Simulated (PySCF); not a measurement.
A structure optimised at PBE0-D3(BJ)/def2-SVP, used in a PySCF frequency run:

```xyz
10

C      2.3896    -0.0538    -1.5912
C      1.4660     0.1139    -0.8174
Si     0.0598     0.3748     0.3143
Cl     0.0646    -1.0862     1.7807
C     -1.5735     0.1952    -0.6212
F     -1.6610     1.1890    -1.5717
H      3.2079    -0.2015    -2.2742
H      0.1707     1.7072     0.9590
H     -1.6298    -0.7932    -1.1099
H     -2.4266     0.2723     0.0761
```

Q: Write its SMILES and formula.

A: C#C[Si@H](Cl)CF, C3H4ClFSi

Q: What are its rotational constants (standard atomic weights)?

A: 2.3559, 1.7582, 1.0786 GHz
